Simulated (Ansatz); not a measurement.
Basis-set extrapolation for AlH4O2Si (`[OH][Al][O][SiH3]`) radical (PBE0-D4/def2-TZVP geometry, frozen core, Ansatz 0.2.0). Multiplicity 2, UHF reference.

```json
{"": "HF", "def2-TZVPP": "-683.133833", "def2-QZVPP": "-683.158731"}
{"": "MP2 correlation", "def2-TZVPP": "-0.655997", "def2-QZVPP": "-0.709147"}
{"": "CCSD(T) correlation", "def2-TZVPP": "-0.704421", "def2-QZVPP": "not run"}
```

Energies in hartree. Use E(X) = E(∞) + A·exp(−7.88·√X) for Hartree–Fock and E(X) = E(∞) + B·X^(−2.97) for correlation, with X = 3 and 4, and add CCSD(T) minus MP2 of the smaller set to the MP2 limit.

Task: What is the CCSD(T) energy at the basis-set limit?

Result: HF limit: -683.158731 + (-0.024898) × 0.13774 = -683.16216. MP2 limit: -0.709147 + (-0.053150) × 0.74074 = -0.74852. Higher-order term: -0.704421 − (-0.655997) = -0.04842. Total: -683.95910 hartree, 317.3 kJ/mol below CCSD(T)/def2-TZVPP.
